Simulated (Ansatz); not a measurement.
A short molecular-dynamics run on `[AlH2][O][SiH2][SiH3]`.

```yaml
crystal:
  periodic: [false, false, false]
  atoms:
    - {symbol: Al, position_ang: [-1.060797, 2.438609, 0.343355]}
    - {symbol: O, position_ang: [-0.129250, 1.157340, -0.223850]}
    - {symbol: Si, position_ang: [0.849801, -0.056751, -0.689037]}
    - {symbol: Si, position_ang: [0.179903, -2.072918, 0.303072]}
    - {symbol: H, position_ang: [-0.503885, 3.280358, 1.558069]}
    - {symbol: H, position_ang: [-2.440219, 2.717982, -0.371934]}
    - {symbol: H, position_ang: [0.816540, -0.195166, -2.173043]}
    - {symbol: H, position_ang: [2.259102, 0.240429, -0.302146]}
    - {symbol: H, position_ang: [-1.209624, -2.424896, -0.101399]}
    - {symbol: H, position_ang: [1.087839, -3.178665, -0.110644]}
    - {symbol: H, position_ang: [0.215890, -1.963122, 1.788356]}
basis:
  gaussian: {orbitals: "6-31G*"}
hamiltonian: {xc: {name: BLYP}, dispersion: d3bjatm}
md: {timestep: 1 fs, n_steps: 30, ensemble: nve, temperature: 700, initial_velocities: maxwell_boltzmann, seed: 522}
```

```sh
$ ansatz run in.yaml --threads 4 --pin off --events-out ev --progress --plain --max-ram 10444MiB
```

```tsv
step	time (fs)	potential energy (eV)	kinetic (eV)	T (K)	conserved (eV)
0	0.0	-24512.9771	0.8143	700	-24512.1628
1	1.0	-24512.9344	0.7742	665	-24512.1602
2	2.0	-24512.8214	0.6649	572	-24512.1565
3	3.0	-24512.6922	0.5385	463	-24512.1537
4	4.0	-24512.5904	0.4381	377	-24512.1522
5	5.0	-24512.5385	0.3864	332	-24512.1521
6	6.0	-24512.5390	0.3861	332	-24512.1530
7	7.0	-24512.5785	0.4236	364	-24512.1548
8	8.0	-24512.6280	0.4704	404	-24512.1576
9	9.0	-24512.6464	0.4859	418	-24512.1604
10	10.0	-24512.5960	0.4351	374	-24512.1609
11	11.0	-24512.4788	0.3222	277	-24512.1566
12	12.0	-24512.3671	0.2172	187	-24512.1498
13	13.0	-24512.3615	0.2128	183	-24512.1488
14	14.0	-24512.4767	0.3214	276	-24512.1553
15	15.0	-24512.6173	0.4560	392	-24512.1613
16	16.0	-24512.6889	0.5271	453	-24512.1618
17	17.0	-24512.6732	0.5143	442	-24512.1589
18	18.0	-24512.6084	0.4528	389	-24512.1556
19	19.0	-24512.5430	0.3896	335	-24512.1534
20	20.0	-24512.5101	0.3575	307	-24512.1526
21	21.0	-24512.5224	0.3696	318	-24512.1528
22	22.0	-24512.5768	0.4231	364	-24512.1538
23	23.0	-24512.6578	0.5022	432	-24512.1556
24	24.0	-24512.7369	0.5787	497	-24512.1582
25	25.0	-24512.7755	0.6148	529	-24512.1607
26	26.0	-24512.7407	0.5799	498	-24512.1608
27	27.0	-24512.6375	0.4806	413	-24512.1568
28	28.0	-24512.5313	0.3804	327	-24512.1510
29	29.0	-24512.5088	0.3588	308	-24512.1500
30	30.0	-24512.5829	0.4274	367	-24512.1555
```

Velocities are drawn at the set temperature; a run this short doesn't reach equilibrium.

Frames (Å, forces in eV/Å):

```xyz
11
time=0.0 fs
Al   -1.061    2.439    0.343   -0.454    0.617    0.277
O    -0.129    1.157   -0.224   -0.174    0.141    0.006
Si    0.850   -0.057   -0.689    0.545   -0.711   -0.246
Si    0.180   -2.073    0.303    0.023    0.074   -0.037
H    -0.504    3.280    1.558    0.054    0.096    0.132
H    -2.440    2.718   -0.372   -0.150    0.035   -0.073
H     0.817   -0.195   -2.173    0.019   -0.037   -0.200
H     2.259    0.240   -0.302    0.205    0.016    0.034
H    -1.210   -2.425   -0.101   -0.164   -0.062   -0.032
H     1.088   -3.179   -0.111    0.102   -0.158   -0.039
H     0.216   -1.963    1.788   -0.005   -0.010    0.178
11
time=2.0 fs
Al   -1.054    2.426    0.343   -0.554    0.967    0.451
O    -0.135    1.148   -0.218    0.049   -0.069    0.088
Si    0.850   -0.056   -0.691    1.556   -0.296   -0.555
Si    0.171   -2.058    0.309    1.360   -0.989   -0.868
H    -0.514    3.297    1.566   -0.035   -0.030   -0.025
H    -2.402    2.662   -0.435   -0.239    0.117   -0.032
H     0.800   -0.114   -2.203    0.025   -0.200    0.190
H     2.336    0.276   -0.342   -0.796   -0.246   -0.109
H    -1.198   -2.382   -0.121   -0.449   -0.189   -0.097
H     1.172   -3.215   -0.177   -0.925    0.924    0.466
H     0.213   -1.981    1.777    0.008    0.011    0.491
11
time=4.0 fs
Al   -1.048    2.414    0.343   -0.779    1.283    0.503
O    -0.142    1.138   -0.212    0.280   -0.281    0.159
Si    0.851   -0.056   -0.693    1.967    0.055   -0.892
Si    0.163   -2.045    0.315    1.742   -1.360   -1.167
H    -0.525    3.313    1.572   -0.104   -0.137   -0.154
H    -2.373    2.611   -0.499   -0.195    0.178    0.084
H     0.785   -0.041   -2.225    0.038   -0.373    0.470
H     2.384    0.302   -0.386   -1.233   -0.387   -0.091
H    -1.203   -2.346   -0.145   -0.411   -0.217   -0.058
H     1.222   -3.218   -0.227   -1.308    1.221    0.692
H     0.210   -1.998    1.784    0.002    0.018    0.454
11
time=6.0 fs
Al   -1.043    2.404    0.345   -1.057    1.460    0.387
O    -0.147    1.127   -0.205    0.471   -0.419    0.233
Si    0.856   -0.055   -0.696    1.834    0.275   -1.043
Si    0.158   -2.033    0.318    1.475   -1.394   -1.056
H    -0.541    3.323    1.573   -0.128   -0.180   -0.194
H    -2.350    2.566   -0.560   -0.078    0.227    0.245
H     0.772    0.018   -2.231    0.043   -0.526    0.496
H     2.386    0.314   -0.434   -1.152   -0.404    0.027
H    -1.223   -2.318   -0.171   -0.077   -0.161    0.089
H     1.223   -3.175   -0.250   -1.310    1.089    0.732
H     0.207   -2.015    1.808   -0.021    0.032    0.083
11
time=8.0 fs
Al   -1.040    2.396    0.346   -1.276    1.446    0.144
O    -0.151    1.116   -0.198    0.586   -0.432    0.319
Si    0.863   -0.054   -0.701    1.148    0.292   -0.954
Si    0.155   -2.023    0.321    0.766   -1.009   -0.685
H    -0.561    3.327    1.567   -0.104   -0.144   -0.131
H    -2.331    2.530   -0.611    0.021    0.273    0.390
H     0.760    0.058   -2.218    0.029   -0.624    0.245
H     2.346    0.311   -0.480   -0.530   -0.276    0.211
H    -1.246   -2.296   -0.193    0.285   -0.088    0.250
H     1.175   -3.091   -0.246   -0.881    0.499    0.542
H     0.203   -2.030    1.835   -0.044    0.063   -0.330
11
time=10.0 fs
Al   -1.039    2.391    0.348   -1.365    1.262   -0.146
O    -0.154    1.103   -0.191    0.622   -0.319    0.408
Si    0.871   -0.053   -0.707   -0.068    0.072   -0.689
Si    0.153   -2.015    0.322   -0.488    0.133   -0.005
H    -0.584    3.326    1.556   -0.045   -0.044    0.015
H    -2.311    2.505   -0.648    0.043    0.314    0.463
H     0.748    0.073   -2.196   -0.003   -0.651   -0.193
H     2.286    0.298   -0.518    0.628    0.005    0.426
H    -1.258   -2.278   -0.205    0.449   -0.041    0.332
H     1.095   -2.990   -0.222    0.279   -0.836   -0.078
H     0.197   -2.043    1.849   -0.052    0.104   -0.533
11
time=12.0 fs
Al   -1.039    2.387    0.350   -1.302    0.995   -0.377
O    -0.155    1.090   -0.182    0.596   -0.126    0.475
Si    0.880   -0.052   -0.715   -1.113   -0.212   -0.388
Si    0.150   -2.006    0.324   -1.712    1.528    0.688
H    -0.610    3.323    1.546    0.025    0.068    0.178
H    -2.290    2.491   -0.667   -0.025    0.340    0.439
H     0.737    0.064   -2.181   -0.027   -0.615   -0.563
H     2.250    0.285   -0.539    1.615    0.268    0.555
H    -1.254   -2.261   -0.206    0.335   -0.033    0.301
H     1.026   -2.922   -0.202    1.651   -2.351   -0.874
H     0.190   -2.052    1.844   -0.041    0.138   -0.434
11
time=14.0 fs
Al   -1.041    2.385    0.351   -1.099    0.760   -0.450
O    -0.155    1.077   -0.172    0.531    0.085    0.497
Si    0.887   -0.051   -0.722   -0.865   -0.269   -0.209
Si    0.145   -1.995    0.326   -1.000    1.162    0.238
H    -0.635    3.322    1.542    0.074    0.123    0.272
H    -2.270    2.491   -0.670   -0.164    0.347    0.324
H     0.725    0.031   -2.187   -0.003   -0.535   -0.564
H     2.273    0.281   -0.540    1.275    0.227    0.456
H    -1.238   -2.246   -0.194   -0.025   -0.067    0.166
H     1.016   -2.939   -0.213    1.290   -1.982   -0.667
H     0.181   -2.056    1.823   -0.015    0.149   -0.063
11
time=16.0 fs
Al   -1.045    2.383    0.351   -0.807    0.625   -0.337
O    -0.154    1.063   -0.161    0.448    0.284    0.463
Si    0.893   -0.051   -0.730    0.237   -0.193   -0.236
Si    0.139   -1.983    0.328    0.799   -0.414   -0.898
H    -0.657    3.326    1.548    0.087    0.077    0.243
H    -2.256    2.503   -0.660   -0.321    0.331    0.159
H     0.713   -0.022   -2.214    0.074   -0.405   -0.178
H     2.342    0.285   -0.524    0.037   -0.011    0.193
H    -1.223   -2.233   -0.177   -0.440   -0.118   -0.005
H     1.053   -3.028   -0.247   -0.133   -0.313    0.206
H     0.171   -2.054    1.800    0.020    0.138    0.391
11
time=18.0 fs
Al   -1.050    2.383    0.351   -0.522    0.571   -0.133
O    -0.152    1.051   -0.149    0.356    0.467    0.382
Si    0.899   -0.050   -0.739    1.043   -0.222   -0.354
Si    0.134   -1.971    0.329    1.727   -1.474   -1.471
H    -0.675    3.332    1.564    0.072   -0.048    0.111
H    -2.255    2.529   -0.645   -0.415    0.293    0.019
H     0.704   -0.091   -2.247    0.160   -0.219    0.295
H     2.413    0.290   -0.501   -0.928   -0.175   -0.056
H    -1.224   -2.225   -0.160   -0.595   -0.123   -0.089
H     1.086   -3.131   -0.275   -0.946    0.802    0.706
H     0.163   -2.047    1.791    0.048    0.129    0.591
11
time=20.0 fs
Al   -1.056    2.383    0.351   -0.349    0.534    0.014
O    -0.148    1.039   -0.135    0.266    0.638    0.264
Si    0.907   -0.050   -0.747    1.258   -0.363   -0.360
Si    0.131   -1.962    0.329    1.664   -1.973   -1.357
H    -0.691    3.337    1.583    0.054   -0.183   -0.044
H    -2.269    2.565   -0.628   -0.370    0.227   -0.024
H     0.701   -0.168   -2.269    0.211   -0.004    0.578
H     2.450    0.287   -0.479   -1.301   -0.208   -0.217
H    -1.247   -2.221   -0.146   -0.343   -0.045   -0.029
H     1.085   -3.205   -0.276   -1.151    1.233    0.824
H     0.156   -2.034    1.803    0.060    0.144    0.353
11
time=22.0 fs
Al   -1.062    2.384    0.351   -0.313    0.460    0.021
O    -0.145    1.029   -0.122    0.192    0.785    0.115
Si    0.916   -0.051   -0.757    0.946   -0.547   -0.154
Si    0.130   -1.955    0.326    1.121   -2.143   -0.881
H    -0.705    3.335    1.601    0.049   -0.266   -0.147
H    -2.297    2.610   -0.612   -0.187    0.133    0.031
H     0.706   -0.245   -2.270    0.213    0.194    0.567
H     2.439    0.278   -0.466   -1.136   -0.131   -0.278
H    -1.282   -2.219   -0.132    0.105    0.079    0.089
H     1.040   -3.233   -0.247   -1.047    1.266    0.748
H     0.151   -2.017    1.829    0.058    0.170   -0.111
11
time=24.0 fs
Al   -1.069    2.386    0.351   -0.352    0.326   -0.084
O    -0.140    1.021   -0.108    0.140    0.892   -0.058
Si    0.926   -0.052   -0.766    0.066   -0.750    0.221
Si    0.131   -1.951    0.323    0.374   -1.819   -0.261
H    -0.717    3.322    1.614    0.066   -0.270   -0.157
H    -2.331    2.660   -0.594    0.050    0.021    0.119
H     0.719   -0.315   -2.250    0.165    0.330    0.263
H     2.385    0.263   -0.463   -0.377    0.065   -0.206
H    -1.314   -2.214   -0.116    0.445    0.190    0.161
H     0.956   -3.213   -0.189   -0.629    0.825    0.476
H     0.148   -1.992    1.851    0.053    0.190   -0.475
11
time=26.0 fs
Al   -1.077    2.388    0.350   -0.379    0.136   -0.226
O    -0.135    1.015   -0.094    0.111    0.937   -0.247
Si    0.937   -0.054   -0.775   -1.291   -0.948    0.629
Si    0.133   -1.949    0.319   -0.602   -0.565    0.474
H    -0.726    3.300    1.621    0.100   -0.200   -0.076
H    -2.364    2.711   -0.573    0.241   -0.086    0.169
H     0.738   -0.372   -2.221    0.082    0.387   -0.228
H     2.319    0.251   -0.467    0.896    0.365    0.014
H    -1.329   -2.201   -0.093    0.515    0.256    0.141
H     0.849   -3.164   -0.114    0.276   -0.485   -0.089
H     0.148   -1.961    1.855    0.050    0.201   -0.561
11
time=28.0 fs
Al   -1.084    2.391    0.350   -0.335   -0.075   -0.328
O    -0.130    1.011   -0.080    0.106    0.898   -0.441
Si    0.946   -0.058   -0.784   -2.175   -0.992    0.989
Si    0.133   -1.948    0.315   -1.389    1.179    1.024
H    -0.732    3.270    1.625    0.142   -0.088    0.060
H    -2.388    2.759   -0.545    0.326   -0.167    0.142
H     0.760   -0.415   -2.200    0.002    0.406   -0.643
H     2.285    0.253   -0.471    1.717    0.561    0.177
H    -1.325   -2.179   -0.065    0.296    0.271    0.038
H     0.753   -3.135   -0.042    1.256   -2.205   -0.672
H     0.149   -1.922    1.838    0.054    0.213   -0.346
11
time=30.0 fs
Al   -1.093    2.393    0.349   -0.187   -0.258   -0.315
O    -0.125    1.010   -0.068    0.121    0.775   -0.629
Si    0.952   -0.063   -0.791   -1.584   -0.709    1.254
Si    0.132   -1.946    0.313   -0.874    1.009    0.750
H    -0.732    3.237    1.631    0.172    0.010    0.179
H    -2.400    2.800   -0.511    0.286   -0.206    0.038
H     0.783   -0.442   -2.202   -0.034    0.468   -0.680
H     2.314    0.276   -0.469    1.049    0.387    0.023
H    -1.311   -2.147   -0.036   -0.119    0.235   -0.111
H     0.701   -3.185    0.006    1.097   -1.931   -0.583
H     0.153   -1.874    1.809    0.072    0.221    0.074
```

Hardware: 4 threads of an Arm Neoverse V1 on a shared host. Wall time 33 s, peak host memory 0.14 GiB.
